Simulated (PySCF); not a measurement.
C₂H₂, charge -1, doublet, geometry from GFN2-xTB (a state made from the parent by changing its charge; the spin is typed, not shown lowest) (in this run its highest filled SCF level lies above zero, so its values depend strongly on the basis, on diffuse functions most of all). Base run: BLYP/aug-cc-pVDZ run with PySCF.

Here is a job for PySCF.
```python
from pyscf import gto, scf, dft

mol = gto.M(
    atom='''
C    -0.56204551    0.17493404   -0.26216513
C     0.63485961   -0.02704543    0.10700208
H    -1.59838304   -0.21079882    0.03986737
H     1.16149843   -0.67653281    0.89111090
''',
    basis='aug-cc-pvdz',
    charge=-1,
    spin=1,
    verbose=4,
    symmetry=True,
)

mf = dft.UKS(mol)
mf.xc = 'blyp'
mf.kernel()
mf.analyze()
```

The base run was repeated with changes; each row names its change, and settings that it needs were set with it.

```
change                                                 ΔE vs base (eV)  point group used  SCF cycles
-----------------------------------------------------  ---------------  ----------------  ----------
base                                                              0.00               C2v          12
irrep_nelec = A1:(3, 4) A2:(1, 0) B1:(1, 1) B2:(3, 2)             5.38               C2v          10
irrep_nelec = A1:(4, 4) A2:(1, 0) B1:(0, 1) B2:(3, 2)             5.43               C2v          10
symmetry_subgroup = C2                                            0.00                C2          12
irrep_nelec = A1:(5, 4) A2:(0, 0) B1:(1, 1) B2:(2, 2)             0.79               C2v           9
symmetry_subgroup = Cs                                            0.00                Cs          12
symmetry = off                                                    0.00                C1          12
irrep_nelec = A1:(3, 4) A2:(0, 0) B1:(1, 1) B2:(4, 2)             4.59               C2v          10
```

Open shells are given as the SCF converged; they aren't shown to be the lowest states, and a large step between rows can be another state.
